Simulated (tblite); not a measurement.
C7H8Ge.
Numbering: `[CH:1]#[C:2][GeH:3]([C:4]#[CH:5])[CH2:6][CH:7]=[CH2:8]` (hydrogens: H9 on C1; H10 on Ge3; H11 on C5; H12, H13 on C6; H14 on C7; H15, H16 on C8)

Computed with GFN2-xTB (tblite), gas phase: L-BFGS steps from a force-field or distance-geometry start until the largest atomic force falls under 0.01 eV/Å.

Geometry at step 7:
```
atom  x, y, z in Å
C1      1.8703    2.5801    1.8599
C2      1.5262    1.5010    1.4449
Ge3     0.8849   -0.1435    0.7404
C4      2.1630   -0.8087   -0.5049
C5      2.9592   -1.2395   -1.2997
C6     -0.8325    0.2625   -0.1786
C7     -2.0313   -0.1981    0.5610
C8     -2.8621   -1.0989    0.0779
H9      2.1962    3.5064    2.2371
H10     0.7469   -1.1530    1.8405
H11     3.6663   -1.6120   -1.9854
H12    -0.8631    1.3446   -0.3408
H13    -0.8239   -0.2201   -1.1542
H14    -2.1922    0.2538    1.5275
H15    -2.6695   -1.5302   -0.8918
H16    -3.7462   -1.4354    0.5897
```

**Question.** What forces act on the atoms?

**Answer.** 
```tsv
atom	Fx (eV/Å)	Fy (eV/Å)	Fz (eV/Å)
C1	-0.083	-0.390	-0.122
C2	0.225	0.342	0.217
Ge3	-0.067	0.053	-0.092
C4	0.175	-0.052	-0.105
C5	-0.129	0.091	0.153
C6	0.028	-0.019	-0.181
C7	0.042	0.169	0.088
C8	-0.068	-0.134	-0.149
H9	-0.005	0.056	0.005
H10	0.029	-0.047	0.110
H11	-0.015	-0.006	-0.016
H12	-0.040	-0.049	0.057
H13	0.067	0.023	-0.160
H14	-0.068	0.049	0.137
H15	-0.116	-0.089	-0.017
H16	0.026	0.005	0.073
```

The largest, 0.46 eV/Å, acts on C2; the rms over all components is 0.123 eV/Å. The forces sum to zero within rounding, as they must for an isolated molecule in no field.

**Question.** Give the force on C2 in Eh/bohr and in nN.

**Answer.** 0.463 eV/Å ÷ 51.422 = 0.00901 Eh/bohr, and 0.463 eV/Å × 1.602 = 0.74 nN.

**Question.** How far is this geometry from the end of the optimisation?

**Answer.** 0.073 eV above it, and 0.780 Å rms away after alignment. The bonds farthest from their final lengths, with half the difference of the two atoms' forces along the bond (positive lengthens):

```tsv
bond	now (Å)	final (Å)	force along bond (eV/Å)
Ge3–H10	1.499	1.508	+0.10
C7–H14	1.079	1.084	+0.01
C7=C8	1.317	1.321	+0.18
C2–Ge3	1.901	1.904	+0.23
C1≡C2	1.206	1.203	-0.43
C6–C7	1.482	1.485	+0.03
```

The angle farthest from its final value is C2–Ge3–C6, 106.6° against 110.0°.

The cost below is that of the whole relaxation. Time: 1.1 s wall. Hardware: one thread, Arm Neoverse V1 (aarch64), shared host with 32 logical CPUs at a one-minute load of 6.0.
